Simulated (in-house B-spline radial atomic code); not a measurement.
RPA and G0W0 on PBE: Ti¹⁰⁺

Configuration [Ne] 3s2, mean-field start PBE. Computed with an all-electron radial atomic-structure program (B-spline basis): all electrons, scalar-relativistic (spin-free one-electron X2C), finite nucleus, each spin shell either full or empty, empty states to l = 9 with an (l + 1/2)⁻⁴ tail; G0W0 by contour deformation at full frequency.

Command:
```bash
python run_gw.py task.json out
```
Settings (radii: box in bohr, nucleus in fm):
```
Z                        22
electrons                12
configuration            [Ne] 3s2
hamiltonian              x2c
method                   pbe,pbe
lmax                     9
rms_radius               3.5921
spin_polarised           False
box_radius               6.62
intervals                66
ion_configuration        [Ne] 3s1
```

Cost of the run: 3.7 s on 1 thread of Arm Neoverse N1, with other jobs on the host.

Energies (hartree):

```
                                     term       value
                         mean-field total  -815.66800
Hartree-Fock functional on these orbitals  -815.35888
                      direct second order    -0.92819
                    second-order exchange     0.34528
                         SOSEX correction      0.3074
```

(1) What is the RPA correlation energy, and what remains with SOSEX?

Quasi-particle levels (eV):

| level | occupied | mean field | Σx - vxc | Σc | QP weight | G0W0 |
| --- | --- | --- | --- | --- | --- | --- |
| 3s | yes | -253.79 | -9.11 | ? | ? | ? |
| 2p | yes | -680.73 | -39.53 | 4.31 | 0.969 | -715.95 |
| 3p | no | -227.87 | 13.39 | -2.54 | 0.957 | -217.02 |

G0W0 = mean field + (Σx - vxc) + Σc, with Σc (partial-wave tail included) taken at the quasi-particle energy. Levels of low weight are left out.

(2) Where does G0W0 put 3s?

(3) What does it cost to remove one electron (to [Ne] 3s1) by differences of total energies, each species on its own start (correlation terms add to the Hartree-Fock functional)?

Answers

(1) RPA gives -0.82448 hartree (-1.87 eV per electron); RPA + SOSEX gives -0.51709, and the second-order doubles -0.58291 hartree (no singles). RPA lacks exchange-type terms and so overcorrelates at short range.

(2) At -266.12 eV, with Σc = -3.22 eV and a quasi-particle weight of 0.966. The tabulated removal energy is 265.07 ± 0.06 eV (NIST, semi-empirical); the calculation leaves out spin-orbit coupling, Breit and QED terms, and what these don't explain is the method's own error.

(3) PBE 265.25 eV, Hartree-Fock functional 262.68 eV, + RPA 266.02 eV, + RPA + SOSEX 265.12 eV, + second order 266.06 eV. Tabulated: 265.07 ± 0.06 eV (NIST, semi-empirical); the calculation leaves out spin-orbit coupling, Breit and QED terms, and what these don't explain is the method's own error.
